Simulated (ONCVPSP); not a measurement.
Pseudopotential generation for As (Z = 33): ONCV, PBE, fully relativistic.

```
Element                 : arsenic (As)
Generator               : ONCVPSP 4.0.1
Type                    : optimised norm-conserving Vanderbilt (ONCV)
Functional              : PBE
Relativity              : fully relativistic
Frozen core             : [Ar] 3d10
Valence charge          : 5
Reference configuration : 4s2 4p2 (charge +1)
Partial waves           : 4s: rc 1.75 bohr, ncon 4, nbas 8, qcut 4.8 1/bohr, 1 projector; 4p: rc 2.10 bohr, ncon 3, nbas 7, qcut 3.9 1/bohr, 2 projectors, debl 2.5 Ha
Local potential         : polynomial inside 1.50 bohr (lpopt 3, dvloc0 3 Ha)
Core correction         : Teter function fitted to the true core (icmod 2), fcfact 0.55
```

Open shells are filled in proportion to 2j + 1.

Question: Does the generator finish with these settings?

Answer: Yes, a potential is produced and its reference levels are reproduced.

Question: Estimate the cutoffs (Ha) at which the residual kinetic energy of the hardest occupied pseudo-wave falls to 1 and 0.1 mHa per electron.

Answer: 9.8 Ha and 17 Ha.

Question: Does the potential have ghost states?

Answer: No bound ghost flagged; no localised positive-energy state flagged.

Question: Which valence shell sets the plane-wave cutoff?

Answer: 4s: 10 Ha for 1 mHa per electron, against 4 Ha for 4p.

Question: Tests: 4s2 4p3; 4s2 4p1; 4s2 4p0; 4s0 4p5. Which has the largest error in its energy relative to the reference configuration, and how large is it?

Answer: 4s2 4p0, with -42 meV (all-electron minus pseudo) on +45.63 eV.
